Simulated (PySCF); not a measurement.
PySCF input file for H3Ti, SMILES [TiH3+] (connectivity only; charge and spin as stated), charge +1, multiplicity 1, PBE-D3(BJ)/def2-TZVPD. Coordinates come from a PBE-D3(BJ)/def2-TZVPD optimisation. The spin state was assumed, not searched.

```python
import numpy as np
from pyscf import gto, scf, dft, df
from pyscf.hessian import thermo

mol = gto.M(
    atom='''
    Ti    0.09085878    0.11082274   -0.00000000
    H    -0.24268987   -1.53901005    0.47291680
    H    -1.51351349    0.63991973   -0.00000000
    H    -0.24268987   -1.53901005   -0.47291680
    ''',
    basis='def2-TZVPD',
    charge=1,
    spin=0,
    max_memory=1600,
    verbose=3,
)
mf = dft.RKS(mol, xc='pbe').density_fit(auxbasis='def2-universal-jkfit')
mf.disp = 'd3bj'
mf.grids.level = 3
mf.conv_tol = 1e-11
mf.max_cycle = 100
mf.kernel()

# [left out here: the lines that compute and print the analytic Hessian (its translational invariance restored by hand, since the grid's response is missing), thermochemistry and intensities]
```

Output:

```
converged SCF energy = -850.619605627751

WARN: DFTD3 does not support analytical Hessian, using finite difference


WARN: Mole.unit (angstrom) is changed to Bohr

Mode                                 0                   1                   2
Irrep
Freq [cm^-1]                      228.3302            601.5264            838.6550
Reduced mass [au]                   1.0367              1.0114              1.0409
Force const [Dyne/A]                0.0318              0.2156              0.4314
Char temp [K]                     328.5164            865.4625           1206.6378
Normal mode                   x     y     z       x     y     z       x     y     z
       0  Ti                -0.02 -0.01 -0.00   -0.00 -0.00  0.01    0.01  0.03  0.00
       1   H                 0.39 -0.10  0.01    0.64 -0.15 -0.02   -0.12 -0.60 -0.32
       2   H                 0.23  0.77  0.00   -0.00  0.00 -0.37   -0.03  0.00 -0.00
       3   H                 0.39 -0.10 -0.01   -0.64  0.15 -0.02   -0.12 -0.60  0.32
Mode                                 3                   4                   5
Irrep
Freq [cm^-1]                     1659.7571           1766.9460           2149.8181
Reduced mass [au]                   1.0112              1.0292              1.0162
Force const [Dyne/A]                1.6412              1.8933              2.7670
Char temp [K]                    2388.0209           2542.2419           3093.1096
Normal mode                   x     y     z       x     y     z       x     y     z
       0  Ti                -0.00  0.00  0.01    0.02 -0.01  0.00    0.00  0.01  0.00
       1   H                 0.15  0.66 -0.19    0.01  0.03 -0.03   -0.07 -0.30  0.63
       2   H                 0.00 -0.00 -0.01   -0.93  0.31  0.00   -0.06  0.01  0.00
       3   H                -0.15 -0.66 -0.19    0.01  0.03  0.03   -0.07 -0.30 -0.63
temperature 298.1500 [K]
pressure 101325.00 [Pa]
Rotational constants [GHz] 159.87384 83.21873 60.65334
Symmetry number 1
Zero-point energy (ZPE) 0.01651 [Eh]   43334.919 [J/mol]
                           tot       elec      trans        rot        vib
Entropy [J/mol/K]       237.950      0.000    157.756     69.620     10.575
Cv [J/mol/K]             39.559      0.000     12.472     12.472     14.615
Cp [J/mol/K]             47.873      0.000     20.786     12.472     14.615
Internal energy [J/mol]                      3718.434   3718.434  45301.802
Internal energy [Eh]   -850.59952  -850.61961
Enthalpy [J/mol]                             6197.391   3718.434  45301.802
Enthalpy [Eh]          -850.59857
Gibbs free energy [J/mol]                  -40837.456 -17038.638  42148.804
Gibbs free energy [Eh] -850.62560
mode   freq/cm-1   IR/(km/mol)
   1      228.33        32.576
   2      601.53         0.003
   3      838.66       279.212
   4     1659.76        13.487
   5     1766.95        54.969
   6     2149.82       247.955
max |gradient| / (hartree/bohr): 3.0435379135588087e-05
APT charges: [ 1.1654  0.0235 -0.2125  0.0235]
```

The calculation finished and met its thresholds.
